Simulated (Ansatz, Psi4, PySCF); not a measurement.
C2H5S, charge -1, singlet, geometry from GFN2-xTB. Base run: CAMB3LYP/6-31G* (PySCF).

Input for PySCF:
```python
from pyscf import gto, scf, dft

mol = gto.Mole()
mol.atom = '''
    C     1.478516    0.680608   -0.016308
    C    -0.042451    0.783498    0.002695
    S    -0.840178   -0.838090    0.008016
    H    -0.360887    1.341652    0.896628
    H    -0.382751    1.346578   -0.880024
    H     1.949448    1.670861   -0.019357
    H     1.821177    0.130413    0.859526
    H     1.799483    0.135301   -0.903345
'''
mol.basis = '6-31g*'
mol.charge = -1
mol.spin = 0
mol.verbose = 4
mol.build()

mf = dft.RKS(mol)
mf.xc = 'camb3lyp'
mf.kernel()
```

The same geometry, method and basis name were run in Ansatz (a program for electronic structure) and Psi4 and PySCF, at each program's defaults and at the settings that a row names. The base is PySCF at its defaults. Differences at the defaults can come from grids, fitting, cores and function types together.

```tsv
code and settings	ΔE vs base (mEh)	basis functions	E (Eh)	SCF cycles
PySCF, defaults (exact integrals, its default grid, spherical functions)	0.000	56	-477.35999	10
Psi4, defaults (density fitting with its default set, its default grid, Cartesian functions)	___	59	___	8
Ansatz, defaults (factorised integrals, its default grid, Cartesian functions)	-4.391	59	-477.36438	-
PySCF, density fitting with def2-universal-jkfit	-0.045	56	-477.36004	10
PySCF, fine grid	0.000	56	-477.35999	10
Psi4, exact integrals, spherical functions, fine grid	0.000	56	-477.35999	11
Ansatz, high accuracy, Cartesian functions as the basis file defines them	-4.390	59	-477.36438	-
```

What belongs in the gaps?


- Psi4, defaults (density fitting with its default set, its default grid, Cartesian functions), ΔE vs base (mEh): -4.443
- Psi4, defaults (density fitting with its default set, its default grid, Cartesian functions), E (Eh): -477.36443
